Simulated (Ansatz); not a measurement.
C₂H₃BO, SMILES `BC=C=O`, 7 atoms. Charge 0, multiplicity 1. All runs use 2 threads of an Arm Neoverse V2 on a shared host. Correlated methods freeze the cores. Open-shell runs search over several starts.

(1) How many basis functions does each run have, and how long does it take in Ansatz? UHF-CCSD(T)/def2-TZVPP energy of the cation; UKS PBE-D4/def2-TZVPP energy of the cation; RKS PBE0-D4/def2-QZVPP energy; RKS ωB97M-V/def2-QZVPP energy; RKS r2SCAN-D4/def2-TZVPP energy and forces; RKS SPW92 (LDA)/def2-TZVPP energy; RKS PBE0-D4/def2-SVP energy; UHF-MP2/def2-QZVPP energy of the cation; RKS PBE-D4/def2-TZVPP energy and forces; UKS ωB97X-V/def2-TZVPP energy of the cation; UKS PBE0-D4/def2-TZVPP energy of the cation; UKS ωB97M-V/def2-TZVPP energy of the cation. (Estimate.)

Results:

(1) Computed: Other jobs shared the machine, so times are rough.

```tsv
level	job	functions	wall time	peak host memory (GiB)
RKS PBE0-D4/def2-SVP	energy	71	0.55 s	0.35
RKS SPW92 (LDA)/def2-TZVPP	energy	166	0.7 s	0.14
RKS PBE-D4/def2-TZVPP	energy and forces	166	1.4 s	0.15
RKS r2SCAN-D4/def2-TZVPP	energy and forces	166	2.9 s	0.16
UKS PBE0-D4/def2-TZVPP	energy of the cation	166	3 s	0.35
RKS PBE0-D4/def2-QZVPP	energy	318	3.6 s	0.73
UKS PBE-D4/def2-TZVPP	energy of the cation	166	4.2 s	0.35
UKS ωB97X-V/def2-TZVPP	energy of the cation	166	8.5 s	0.44
UKS ωB97M-V/def2-TZVPP	energy of the cation	166	9.5 s	0.48
RKS ωB97M-V/def2-QZVPP	energy	318	9.5 s	0.91
UHF-MP2/def2-QZVPP	energy of the cation	318	32 s	1.2
UHF-CCSD(T)/def2-TZVPP	energy of the cation	166	84 s	3.4
```
